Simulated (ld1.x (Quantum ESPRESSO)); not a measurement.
# u(r) = r·R(r): atom against pseudo-atom (O (Z = 8))

Columns: radius, all-electron u(r) and pseudo u(r) of the 2p shell (level -24.59 eV) of oxygen in the configuration [He] 2s2 2p3; LDA (PZ), scalar-relativistic, ultrasoft scheme, ld1.x (Quantum ESPRESSO) 7.5.

```tsv
r (bohr)	all-electron	pseudo
0.085	0.0873	0.0131
0.170	0.2575	0.0512
0.255	0.4356	0.1117
0.340	0.5910	0.1900
0.425	0.7136	0.2803
0.510	0.8027	0.3764
0.595	0.8612	0.4717
0.680	0.8937	0.5601
0.765	0.9049	0.6363
0.850	0.8996	0.6964
0.935	0.8816	0.7382
1.020	0.8545	0.7609
1.105	0.8207	0.7653
1.190	0.7826	0.7537
1.275	0.7418	0.7293
1.360	0.6996	0.6956
1.445	0.6570	0.6564
1.530	0.6147	0.6148
1.615	0.5733	0.5734
1.700	0.5332	0.5332
1.785	0.4947	0.4947
1.870	0.4579	0.4579
1.955	0.4230	0.4230
2.040	0.3900	0.3900
2.125	0.3591	0.3591
2.210	0.3301	0.3301
```

(1) How many radial nodes do the two functions have?

(2) At about which radius was the pseudo-wave matched?

(3) Is the pseudo-wave norm-conserving?

Results:

(1) The all-electron 2p function has n − l − 1 = 0; the pseudo-wave has 0.

(2) 1.70 bohr. The columns agree to 0.0005 from 1.53 bohr on; several derivatives are matched, so the curves merge somewhat inside the radius.

(3) No, it belongs to an ultrasoft set: the norm inside the radius is not constrained, and the difference is carried by the augmentation charge.
